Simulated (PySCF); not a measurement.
Cl2Ge (SMILES [Cl][Ge][Cl]), singlet, at a GFN2-xTB geometry. Base run: HF/aug-cc-pVDZ in PySCF.

Geometry (Å):
```xyz
3

Ge    -0.0006    -0.0098     0.7185
Cl     1.0300     1.3007    -0.6576
Cl    -1.0289    -1.2822    -0.6947
```
Charge 0, spin multiplicity 1.
All else is at PySCF's defaults.

Each row names what was changed in the base input (with any setting that the change needs).

```tsv
change	E (Eh)	HOMO (eV)	HOMO-LUMO gap (eV)	dipole (D)	core-seconds (rough)
base	-2994.43869	-10.53	10.36	2.04	3
functional = scan	-2997.71205	-7.33	3.50	1.74	9
functional = bp86	-2997.82893	-7.17	3.23	1.75	6
functional = mn12l	-2996.58387	-7.42	3.56	1.97	8
functional = blyp; dispersion = d3bj	-2997.54082	-6.93	3.21	1.82	6
functional = pbe	-2996.78801	-7.06	3.23	1.74	7
functional = m062x	-2997.44506	-9.15	7.02	1.83	10
functional = m06	?	?	?	?	10
functional = tpss	-2997.48771	-7.13	3.34	1.74	10
functional = pbe0	?	-8.15	5.05	1.87	7
functional = pbe; dispersion = d3bjm	?	-7.06	3.23	1.74	7
functional = b97m_v	-2996.84724	-7.32	3.61	1.87	90
functional = pbe0; dispersion = d3bj	?	-8.15	5.05	1.87	7
```

Task: What belongs in the gaps?

Result: 
- functional = m06, E (Eh): -2997.40235
- functional = m06, HOMO (eV): -8.08
- functional = m06, HOMO-LUMO gap (eV): 4.99
- functional = m06, dipole (D): 2.23
- functional = pbe0, E (Eh): -2996.91166
- functional = pbe; dispersion = d3bjm, E (Eh): -2996.79881
- functional = pbe0; dispersion = d3bj, E (Eh): -2996.91469

Total energies compare only within one method and basis.
